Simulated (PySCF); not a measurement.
# Bromine: a sound run and one with changed settings

Sound run: Br [Ar] 3d10 4s2 4p5, Br⁺ [Ar] 3d10 4s2 4p4. All numbers are calculated (PySCF 2.14, a scalar-relativistic core potential, in cc-pVTZ-PP with ECP10MDF (5s4p3d1f, 39 functions)). The sound run starts from symmetry-adapted Hartree-Fock orbitals and uses a fine grid where one is needed.

Changed run: initial guess minao, at most 50 SCF cycles, level shift 10.0 hartree.

```
species  method  sound run (hartree)  changed run (hartree)  converged
     Br     UHF           -415.49139             -415.49117         no
     Br    TPSS           -416.72719             -416.72410         no
     Br  M06-2X           -416.99019             -416.98933         no
    Br⁺     UHF           -415.09668             -415.09663         no
    Br⁺    TPSS           -416.29380             -416.29311         no
    Br⁺  M06-2X           -416.56233             -416.56212         no
```

A level shift slows the SCF but leaves a converged energy unchanged.
